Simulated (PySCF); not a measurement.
Compound: C₃H₁₁PSi₂.
Bonds: C1–C2 (double), C2–C3, C2–Si4, Si4–P5, P5–Si6. Hydrogens: H7, H8 on C1; H9, H10, H11 on C3; H12, H13 on Si4; H14 on P5; H15, H16, H17 on Si6.

Computed geometry: GFN2-xTB, gas phase.

(1) List the bond lengths, angles and torsions at this level.

Results:

(1) 
| bond | length (Å) |
| --- | --- |
| C1=C2 | 1.326 |
| C2–C3 | 1.497 |
| C2–Si4 | 1.890 |
| Si4–P5 | 2.240 |
| P5–Si6 | 2.229 |
| C1–H7 | 1.080 |
| C1–H8 | 1.077 |
| C3–H9, C3–H10, C3–H11 | 1.090 |
| Si4–H12, Si4–H13 | 1.469 |
| P5–H14 | 1.379 |
| Si6–H15, Si6–H16, Si6–H17 | 1.463 |

Bonds in one row agree within 0.01 Å and their mean is given. A selection of angles:
| angle | degrees |
| --- | --- |
| C2–C1–H7 | 122.2 |
| C2–C1–H8 | 121.9 |
| H7–C1–H8 | 116.0 |
| C1–C2–C3 | 121.7 |
| C1–C2–Si4 | 122.3 |
| C3–C2–Si4 | 115.9 |
| C2–C3–H9 | 111.7 |
| C2–C3–H10 | 109.9 |
| H9–C3–H10 | 109.0 |
| H10–C3–H11 | 107.3 |
| C2–Si4–P5 | 106.7 |
| C2–Si4–H12 | 110.0 |
| C2–Si4–H13 | 111.2 |
| P5–Si4–H12 | 114.0 |
| P5–Si4–H13 | 105.9 |
| H12–Si4–H13 | 109.1 |
| Si4–P5–Si6 | 102.1 |
| Si4–P5–H14 | 95.2 |
| Si6–P5–H14 | 95.8 |
| P5–Si6–H15 | 106.8 |
| P5–Si6–H17 | 113.6 |
| H15–Si6–H16 | 110.8 |
| H15–Si6–H17 | 109.3 |

Torsions: C1–C2–Si4–P5 137° (anticlinal); C2–Si4–P5–Si6 -71° (synclinal). The mirror-image conformer, all signs reversed, is as good.

P5 (three-coordinate phosphorus) is pyramidal (angles 102.1°, 95.8° and 95.2°, sum 293.1°, 0.91 Å off the plane of its three neighbours). The 2 C–C bonds span 1.326 Å (C1=C2, drawn double) to 1.497 Å (C2–C3, drawn single), a spread of 0.171 Å. Si4 (SiH2 silicon) is distorted tetrahedral (angles from 105.9° to 114.0°). Si6 (SiH3 silicon) is distorted tetrahedral (angles from 106.8° to 113.6°). Of the pairs four or more bonds apart, P5···H10 is among the closest relative to their van der Waals radii: 2.89 Å, 96 % of the sum of Bondi's values.

Point group: C1 (no symmetry element, even within 0.4 Å). Stationary, but not proved a minimum. The numbers are those of one conformer.
